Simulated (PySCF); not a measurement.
# Correlation energy of Mg (magnesium, neutral)

[Ne] 3p2, high-spin 3P determinant (an excited configuration). Computed with PySCF 2.14 in aug-cc-pVTZ-DK, with scalar relativity by spin-free X2C-1e. Frozen: [Ne]; 2 electrons correlated.

With two correlated electrons CCSD is exact within the correlated space (frozen core and kept virtual orbitals).

```json
{"level": "CCSD", "correlation energy (mhartree)": "-8.54"}
```

Diagnostics: T1 = 0.0033, D1 = 0.0047, largest double amplitude 0.096.

Cost of the coupled-cluster step: of the order of 1.4 core-seconds, for 2 correlated electrons.
